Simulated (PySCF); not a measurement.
Match the calculated data to a structure.

All candidates are C2H6GeO2.

- Polarisability: 64.6 au [CAM-B3LYP/def2-SVPD]
- UV, strongest line: among the 6 lowest singlet transitions: S4 at 7.93 eV (156 nm, f = 0.176) [TDDFT CAM-B3LYP/def2-SVPD]
- Rotational structure: rotational constants A, B, C: 8.506, 1.586, 1.372 GHz [PBE0-D3(BJ)/def2-SVP]
- Dipole: 1.83 D [CAM-B3LYP/def2-SVPD]
- UV, first state: lowest singlet excitation: 5.27 eV (235 nm, f = 0.004) [TDDFT CAM-B3LYP/def2-SVPD]

Electronic properties: PySCF, gas phase, density fitting. Levels stand in brackets. Geometry: PBE0-D3(BJ)/def2-SVP, one conformer, isolated molecule. The calculation is non-relativistic and has no spin–orbit coupling, an omission that weighs most on germanium.

Question: Which candidate is it?
A. `C1C[O][GeH2][O]1`
B. `[H][Ge]([H])([H])[O]C(C)=O`
C. `CO[C](=O)[GeH3]`

Answer: C. It is `CO[C](=O)[GeH3]`. Numbering: `[CH3:1][O:2][C:3](=[O:4])[GeH3:5]`. By its constants the optimised geometry is an asymmetric top.

The others, at the same levels:
- `[H][Ge]([H])([H])[O]C(C)=O` fails: its computed lowest singlet excitation is 5.97 eV (208 nm, f = 0.001) (against 5.27 eV), static isotropic polarisability is 61.4 au (against 64.6 au) and rotational constant A is 9.929 GHz (against 8.506 GHz).
- `C1C[O][GeH2][O]1` fails: its computed lowest singlet excitation is 6.69 eV (185 nm, f = 0.005) (against 5.27 eV), static isotropic polarisability is 57.6 au (against 64.6 au) and rotational constant A is 6.314 GHz (against 8.506 GHz).

Each candidate is one conformer, not necessarily the lowest. Dipoles, sizes and rotational constants follow the conformer. The torsions of the flexible species, by atom-mapped SMILES:
- `[CH3:1][O:2][C:3](=[O:4])[GeH3:5]`: C1–O2–C3–O4 0°
